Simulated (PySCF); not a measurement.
## N: excitation energy

N [He] 2s2 2p3 (4S) → N [He] 2s1 2p4, s spin flipped, as a difference of total energies. All numbers are calculated (PySCF 2.14, no relativity, point nucleus, in aug-cc-pwCVQZ (9s8p6d4f2g, 109 functions)). Correlated levels: valence: 1s2 frozen; valence and next inner shell: nothing frozen. The calculations carry no spin-orbit coupling.

```csv
method,excitation energy (eV)
UHF,18.581
LDA,13.803
PBE,13.954
PBE0,15.038
r2SCAN,15.524
M06-L,15.574
B97-3,15.028
LC-wPBE,14.825
MP2 (valence),16.537
SCS-MP2 (valence),16.102
MP2 (valence and next inner shell),16.464
SCS-MP2 (valence and next inner shell),16.060
```

**Question.** How much does correlation contribute at MP2 (valence and next inner shell)?

**Answer.** 16.464 − (18.581) = -2.117 eV, measured against UHF.

The upper determinant mixes two multiplicities, so it lies between the two terms.

The upper state lies above the first ionisation limit, where it may autoionise and the basis confines it.
